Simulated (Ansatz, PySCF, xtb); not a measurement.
HI (SMILES I) and CH6Si (SMILES C[SiH3]) are pulled apart as rigid monomers along the line of their centres of mass, from the B3LYP-D3(BJ)/def2-TZVP minimum. Starting geometry (charge 0, multiplicity 1):
```xyz
10

I     -0.54800     1.27885    -0.48810
H     -0.81436    -0.01916     0.43964
C     -0.16648     1.04263     3.78299
Si     0.21139    -0.71782     3.26646
H     -1.15865     1.11218     4.23247
H     -0.13480     1.71356     2.92310
H      0.56251     1.39448     4.51532
H      0.16363    -1.63871     4.42765
H      1.55021    -0.81302     2.63744
H     -0.78842    -1.19146     2.27182
```

Interaction energies with rigid monomers; basis-set methods are counterpoise corrected unless marked otherwise.

Frozen-core correlation. Filled d and f shells under p-block atoms count as core.

Programs: Ansatz (Gaussian basis) for Hartree–Fock, density functionals and correlated methods; PySCF for the dispersion terms; xtb for the GFN methods. Values without a source in brackets are computed. In def2 rows elements past Kr take small-core potentials, without spin–orbit coupling.

```tsv
H2···H10 (Å)	GFN1-xTB (meV)	PBE0/def2-TZVPPD (meV)	PBE0-D4/def2-TZVPPD (meV)	wB97X-V/def2-TZVPPD (meV)	CCSD(T)/def2-SVPD (meV)
1.97	-61.4	-5.0	-65.7	-37.4	5.4
2.18	-75.1	-24.1	-76.0	[?]	-32.5
2.49	-64.6	-28.5	-67.8	-59.2	-46.2
3.02	-37.4	-19.6	-41.4	-38.0	-34.3
3.88	-15.3	-7.6	-13.5	-14.6	[?]
```

Complete the blanks.


- 2.18, wB97X-V/def2-TZVPPD (meV): -59.3
- 3.88, CCSD(T)/def2-SVPD (meV): -14.7

Ansatz is a first-principles code.
